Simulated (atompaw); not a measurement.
PBEsol PAW (atompaw) dataset for Sn (Z = 50), scalar-relativistic all-electron reference.

The input file (atompaw 4.2.0.5):

```
Sn 50
GGA-PBESOL scalarrelativistic loggrid 1500 logderivrange -3 5 201
5 5 4 0 0 0
5 1 1
0 0 0
c
c
c
c
v
c
c
c
v
c
c
1
2.75 2.20 1.90 1.85
y
-0.7
n
y
-0.45
n
custom polynom gramschmidtortho sinc
bessel
2.10
2.75
2.75
2.75
PWSCFOUT
UPFDX 0.0125d0 UPFXMIN -7.d0 UPFZMESH 50.d0
END
```

Command:

```bash
atompaw < Sn.input > Sn.log
```

Resulting log (summary file):

```
Completed calculations for Sn (AE)

 Exchange-correlation type: GGA, Perdew-Burke-Ernzerhof modified (PBEsol)

 Radial integration grid is logarithmic
 r0 =   1.7396511E-04 h =   8.6982553E-03   n =      1500 rmax =   8.0000000E+01

 Scalar relativistic calculation

 AEatom converged in  25 iterations
   nz     =  50.00
   delta  =       8.812197779349E-17

 All Electron Orbital energies:
  n  l      occupancy      energy
  1  0      2.0000000E+00 -2.1319809E+03
  2  0      2.0000000E+00 -3.2237214E+02
  3  0      2.0000000E+00 -6.2666758E+01
  4  0      2.0000000E+00 -1.0419172E+01
  5  0      2.0000000E+00 -1.3145107E+00
  2  1      6.0000000E+00 -2.8950357E+02
  3  1      6.0000000E+00 -5.1927572E+01
  4  1      6.0000000E+00 -7.1719697E+00
  5  1      1.0000000E+00 -7.5587754E-01
  3  2      1.0000000E+01 -3.5383487E+01
  4  2      1.0000000E+01 -2.4830698E+00

 Total energy
   Total                    :   -12348.39857667135948

 ---
 Completed calculations for Sn (SC)

 Exchange-correlation type: GGA, Perdew-Burke-Ernzerhof modified (PBEsol)

 Radial integration grid is logarithmic
 r0 =   1.7396511E-04 h =   8.6982553E-03   n =      1500 rmax =   8.0000000E+01

 Scalar relativistic calculation

 SCatom converged in   1 iterations
   nz     =  50.00
   delta  =       7.366043452514E-17

 Valence Electron Orbital energies:
  n  l      occupancy      energy
   5  0      2.0000000E+00 -1.3145107E+00
   5  1      1.0000000E+00 -7.5587754E-01

 Total energy
   Total                    :   -12348.39857667229990
   Valence                  :     -327.56055073780391

 PAW parameters:
       lmax =            1
         rc =    2.7614089189446438
        irc =         1113
   rc_shape =    2.2024500578370318
    rc_vloc =    1.9162813758640209
    rc_core =    1.8507487545740160
   Vloc: truncated form - Vps(r)=A.sin(qr)/r for r<rc
   Projector type: polynomial pseudization + Gram-Schmidt ortho.
   Sinc^2 compensation charge shape zeroed at   2.2025E+00

 Number of basis functions     4
 No.   n  nodes  l      Energy         Cp coeff         Occ
  1    5    4    0   -0.1314511E+01  0.1000000E+01  0.2000000E+01
  2  999    5    0   -0.7000000E+00 -0.1570697E+00  0.0000000E+00
  3    5    3    1   -0.7558775E+00  0.1000000E+01  0.1000000E+01
  4  999    4    1   -0.4500000E+00  0.9016899E-03  0.0000000E+00

 Eigenvalues of overlap operator (in the basis of projectors):
    1        1.62206449E-02
    2        1.83973417E-01
    3        3.43371856E-01
    4        2.18922532E+00

 Orbital leakage outside PAW augmentation regions
   orb  is_core?  %out_of_sphere
   1 0    T           0.00
   2 0    T           0.00
   3 0    T           0.00
   4 0    T           0.00
   5 0    F          25.18
   2 1    T          -0.00
   3 1    T           0.00
   4 1    T           0.01
   5 1    F          49.25
   3 2    T           0.00
   4 2    T           0.56

 Summary of PAW energies
   Total valence energy     :   -327.56055299477373
   Smooth energy            :      2.60433270040663
   One center               :   -330.16488569518037
   Smooth kinetic           :      1.80809684562580
   Vloc energy              :      0.47923620329981
   Smooth exch-corr         :     -8.33080112196254
   One-center xc            :   -315.23294643272862
```

Note: ghost state, extra bound levels that the all-electron valence spectrum of the same l lacks: d at -4.6 eV. A true bound ghost makes a file unfit for plane-wave use.

The run took about 1.7 s on one core of a shared server CPU.
